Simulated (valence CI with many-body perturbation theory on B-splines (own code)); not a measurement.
**Ho³⁵⁺: key properties**

Method: configuration interaction combined with many-body perturbation theory (CI+MBPT): four valence electrons over a frozen Dirac-Fock core [Ar] 3d10, radial functions for each j: 9 s, 9 p, 8 d, 6 f, 3 g, 1 h, with the one-electron correlation potential Σ1 (screened to all orders), the two-electron term Σ2, the three-electron term Σ3, Breit, model QED; selected single and double excitations, second order for the rest, scaled by the run's own slope (own B-spline code, finite nucleus).

No measured spectrum was set against this ion. As an estimate, large intervals hold to a few tenths of a per cent, small ones and those within an open d or f shell to about a per cent.

Levels are named by their leading jj configuration (3d3/2^4 stands for four electrons in 3d with j = 3/2), which in mixed levels can hold well under half, so a name can repeat and another be missing.

Rates and lifetimes use the calculated energies. Strong lines usually hold to 10 to 20 %, long lifetimes can be off by a factor of two.

Problem. What is the ground level?

Solution. (4s^2 4p1/2^2) J=0, composition 72 % 4s²4p² ³P + 28 % 4s²4p² ¹S.

Problem. How well does LS coupling describe the low levels?

Solution. Among the lowest 20 levels the leading LS term, summed over configurations, holds 59 % on average. For single configurations the figures are 55 % in LS and 83 % in jj coupling. Terms mix most in the J = 1 level at 205.45 eV, where the leading one holds 35 %.

Problem. What are the static dipole polarisabilities of the lowest levels?

Solution. (4s^2 4p1/2^2) J=0 0.0546; (4s^2 4p1/2 4p3/2) J=1 0.0619 (tensor 0.0023); (4s^2 4p1/2 4p3/2) J=2 0.0617 (tensor 0.0041) bohr³, of which the core gives 0.00352.

Problem. Name the longest-lived excited levels whose lifetime is computed, and their main decay.

Solution. (4s^2 4p1/2 4p3/2) J=2 at 55.85 eV lives 56.6 μs, mostly by E2 to (4s^2 4p1/2^2) J=0; (4s^2 4p3/2 4d5/2) J=4 at 250.30 eV lives 1.23 μs, mostly by M1 to (4s^2 4p1/2 4d5/2) J=3; (4s^2 4p1/2 4p3/2) J=1 at 52.18 eV lives 1.05 μs, mostly by M1 to (4s^2 4p1/2^2) J=0.

Problem. Where does the other parity begin?

Solution. At (4s 4p1/2^2 4p3/2) J=2, 130.91 eV.
